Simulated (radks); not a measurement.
Question: All-electron atom: Ag4+ in [Kr] 4d7. Method: Dirac Kohn-Sham, LDA (Slater exchange, Perdew-Wang correlation), spin-unpolarised, spherical densities, finite nucleus; open shells fill j = l - 1/2 first; Fermi nuclear charge, rms radius 4.5454 fm; computed with a radial shooting solver on a logarithmic mesh with Libxc functionals.

Spin-orbit splittings of the eigenvalues, e(l+1/2) - e(l-1/2), with zeta = 2 splitting/(2l+1) and mean radii in bohr:

shell  occ.  splitting (eV)  zeta (eV)  <r> j=l-1/2  <r> j=l+1/2
2p        6               ?          ?       0.1142       0.1192
3p        6           30.92      20.61       0.3603       0.3713
3d       10           6.237      2.495       0.3438       0.3473
4p        6           5.397      3.598       0.9573       0.9857
4d        7          0.7294     0.2918        1.194        1.205
4f        0        0.009726   0.002779        2.781        2.784
5p        0          0.8740     0.5827        2.421        2.476
5d        0          0.1201    0.04803        3.236        3.254

Estimate the 2p splitting.

Answer: 175.1 eV (zeta = 116.7 eV).
